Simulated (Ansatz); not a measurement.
Reaction (substitution at a C–Ge bond): `O=[CH][GeH3]` + CH₃NH₂ → `CNC=O` + GeH₄

Program: Ansatz. Geometries: PBE0-D4/def2-TZVP. ΔE: electronic, gas phase. CCSD(T)/CBS adds triple-zeta CCSD(T) − MP2 to the extrapolated MP2 energy (def2 sets, frozen cores). DFT in def2-TZVPP. For Ge outer-core shells are correlated without core-valence functions, which leaves a few kJ/mol of doubt a bond. Scalar relativity is left out up to krypton. One conformer a species, not always the lowest.

Q: Is it downhill or uphill in electronic energy at CCSD(T)/CBS, and by how much? (Best estimate.)

A: Ansatz gave: Downhill: ΔE = -20.4 kcal/mol.

Q: What do these levels give: r2SCAN-D4, B97M-V, PBE0-D4, r2SCAN0-D4, BLYP, r2SCAN, r2SCAN0, LC-ωPBE, CCSD/def2-SVP, CCSD(T)/def2-TZVPP, SCS-MP2/def2-QZVPP, CCSD/CBS(def2)? (An estimate is asked.)

A: Computed: r2SCAN-D4 -24.6, B97M-V -24.5, PBE0-D4 -23.9, r2SCAN0-D4 -24.8, BLYP -21.4, r2SCAN -24.5, r2SCAN0 -24.7, LC-ωPBE -23.9, CCSD/def2-SVP -25.4, CCSD(T)/def2-TZVPP -20.6, SCS-MP2/def2-QZVPP -20.7, CCSD/CBS(def2) -20.1 kcal/mol.

Largest T1 diagnostic among the species: 0.015.

From BLYP to BHLYP (50 % exact exchange), in def2-TZVPP and without D4, ΔE moves by −1.9 kcal/mol. At CCSD(T), def2-SVP lies −5.5 kcal/mol from the extrapolated value and def2-TZVPP −0.2 kcal/mol. Leaving LDA and LC-ωPBE aside and taking each functional with its dispersion term where it has one, the values, not all of them listed here, spread over 2.7 kcal/mol, from r2SCAN0-D4 to BLYP-D4. LDA lies −5.9 kcal/mol from PBE without D4.
